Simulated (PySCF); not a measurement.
Static polarisabilities and like-pair C6 coefficients by linear response at CAM-B3LYP/def2-SVPD (PySCF, frozen core in the response, non-relativistic, gas phase), PBE0-D3(BJ)/def2-SVP geometries, one conformer each; atomic units unless stated. Spin–orbit coupling is left out although an atom past zinc is present.

```json
{"label": "P", "species": "`O=COc1ccsc1`", "α": "81.9", "C6": "2598"}
{"label": "Q", "species": "`O=c1ccsc(O)c1`", "α": "85.6", "C6": "2704"}
{"label": "R", "species": "`ClB1CCCC1`", "α": "72.1", "C6": "2212"}
{"label": "S", "species": "`C1CC[N](C1)[AlH2]`", "α": "83.3", "C6": "2582"}
{"label": "T", "species": "`Cc1[se]cc(Cl)c1F`", "α": "97.2", "C6": "3551"}
```

Question: Estimate the unlike-pair coefficients by the rule C6(AB) = 2·C6(AA)·C6(BB) / [C6(AA)·αB/αA + C6(BB)·αA/αB], and compare with the geometric mean, for PQ, PR, PS, PT, QS, QT, RT and ST.

Answer: 
```tsv
pair	combination rule	geometric mean	ratio
PQ	2650	2651	1.000
PR	2394	2397	0.999
PS	2590	2590	1.000
PT	3037	3037	1.000
QS	2643	2643	1.000
QT	3099	3099	1.000
RT	2797	2802	0.998
ST	3028	3028	1.000
```

The rule is exact for one-pole polarisabilities and never exceeds the geometric mean; the two meet where both partners have the same effective excitation energy. These unlike-pair values are estimates, not computed integrals.
